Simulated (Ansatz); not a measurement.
Job for Ansatz (a first-principles code): R-wB97X-V/def2-TZVPPD on C2H9FSi (a complex), monomers drawn apart or pushed together. Files ending in .json are basis or fitting sets from the Basis Set Exchange.

Ansatz 0.2 input:
```yaml
crystal:
  periodic: [false, false, false]
  atoms:
    - {symbol: C, position_ang: [-0.68172058, 0.49251266, -0.30165832]}
    - {symbol: F, position_ang: [0.31605755, -0.27142533, 0.29945556]}
    - {symbol: H, position_ang: [-0.48880645, 0.53151060, -1.37406917]}
    - {symbol: H, position_ang: [-1.64547436, 0.02295301, -0.10493167]}
    - {symbol: H, position_ang: [-0.65735704, 1.49457292, 0.12639161]}
    - {symbol: C, position_ang: [1.09876618, -0.99955392, 4.02050405]}
    - {symbol: Si, position_ang: [-0.30452890, 0.23999529, 3.98196736]}
    - {symbol: H, position_ang: [1.96374678, -0.59087848, 4.54616157]}
    - {symbol: H, position_ang: [1.40152103, -1.25592096, 3.00510755]}
    - {symbol: H, position_ang: [0.79457041, -1.91471001, 4.53189151]}
    - {symbol: H, position_ang: [-0.72531838, 0.59579744, 5.36125791]}
    - {symbol: H, position_ang: [-1.48865805, -0.30961031, 3.27726380]}
    - {symbol: H, position_ang: [0.10128602, 1.49193723, 3.29744852]}
basis:
  gaussian:
    orbitals: def2-TZVPPD.json
hamiltonian:
  xc: {name: wB97X-V}
scf: {lower_state_search: off}
```

Program output:

```
WARN ansatz: RAYON_NUM_THREADS=1 ignored (pool sized by the plan → 1); use --threads N
Functional definition: wB97X-V
these checks for a lower state are left out or cut short: stability, starts, cluster_reference, orbital_swaps, neighbouring_geometries, increment
integrals: 0.35 GiB planned
1391 factors; their error is unknown
integrals: 0.38 GiB planned
450 factors; integrals over basis functions are off by at most 1.9e-5 eV
mean field: 1.92 GiB planned
mean field evaluation 1: about -12811.4501 eV, gradient 4.0e1 eV
mean field evaluation 2: about -12812.9795 eV, gradient 3.1e1 eV
mean field evaluation 4: about -12814.7073 eV, gradient 2.0e0 eV
mean field evaluation 8: about -12814.7282 eV, gradient 6.0e-2 eV
mean field evaluation 16: about -12814.7144 eV, gradient 1.6e-5 eV
mean field -12814.71444197 eV, -470.9320696171 hartree, gradient 4.3e-6 eV, S^2 0.000000; 0 other end points of the search recorded, 0 dependent functions left out
reference -12814.71443920 eV, -470.9320695150 hartree; 22, 22 occupied and 293, 293 virtual orbitals, 1391 factors
Total energy: -12814.71443920 eV, -470.9320695150 hartree
Checks for a lower state left out: stability, starts, cluster_reference, orbital_swaps, neighbouring_geometries, increment
```

Self-consistency was reached.

Cost: about 12 core-seconds (a rough figure).
